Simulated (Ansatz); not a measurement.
ClFHO2V, SMILES `[O]=[V]([OH])([F])[Cl]`, charge 0, multiplicity 1.

Task: Give a relaxed structure at PBE0-D4/def2-TZVP (Ansatz). (An estimate is asked.)

Result: Ansatz gave: 
Z-matrix (Å, degrees):
```
V
O 1 1.738
F 1 1.722 2 110.3
O 1 1.545 2 108.3 3 119.5
Cl 1 2.146 2 109.8 3 -122.2
H 2 0.963 1 122.9 3 -122.1
```
